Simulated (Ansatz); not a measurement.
Cl3H3InN, SMILES `[NH3+][In-]([Cl])([Cl])[Cl]` from Hartree–Fock to CCSD(T)

```csv
atom,x (Å),y (Å),z (Å)
N1,-0.231,1.007,0.469
In2,0.235,-1.021,-0.476
Cl3,2.026,-1.616,0.887
Cl4,-1.820,-2.046,-0.090
Cl5,0.700,-0.283,-2.633
H6,-0.134,1.746,-0.220
H7,0.406,1.193,1.237
H8,-1.182,1.019,0.826
```

Charge 0, multiplicity 1. Correlated methods include outer-core shells of In, which these sets cover unevenly. In takes the def2 core potential. All single points use the PBE0-D4/def2-TZVP geometry. It is one conformer, not always the lowest. Frozen core, restricted reference, the Gaussian-basis code of Ansatz.

```
     basis      HF (Eh)  MP2 corr.
  def2-SVP  -1623.63863   -0.65931
def2-TZVPP  -1624.18573   -1.07000
def2-QZVPP  -1624.22789   -1.33652
```

Estimate the CCSD correlation energy and the (T) correction in each basis where they were run (hartree).


```
     basis  CCSD corr.       (T)
  def2-SVP    -0.71063  -0.01554
def2-TZVPP    -1.11848  -0.04274
```
